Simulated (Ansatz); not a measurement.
Z-matrix (Å, degrees):
```
Si
N 1 1.727
H 1 1.484 2 107.8
H 1 1.487 2 113.6 3 -121.2
H 1 1.484 2 107.8 3 117.7
C 2 1.240 1 130.8 3 121.3
F 6 1.329 2 126.0 1 -0.0
O 6 1.325 2 126.6 1 180.0
H 8 0.965 6 106.5 2 0.0
```

Total charge 0; spin multiplicity 1.

List the PBE/def2-TZVPP orbital energies in eV (Ansatz 0.2.0). (Estimate.)

Ansatz gave: Occupied: -1779.82, -661.09, -512.16, -380.17, -273.82, -137.53, -94.29, -94.24, -94.24, -31.83, -27.87, -22.66, -16.83, -14.46, -14.15, -12.65, -11.52, -10.75, -10.07, -9.76, -8.76, -8.49, -7.14, -6.75. Lowest empty: -0.89, -0.45, 0.25, 0.88, 1.03, 1.18, 2.28, 3.63.
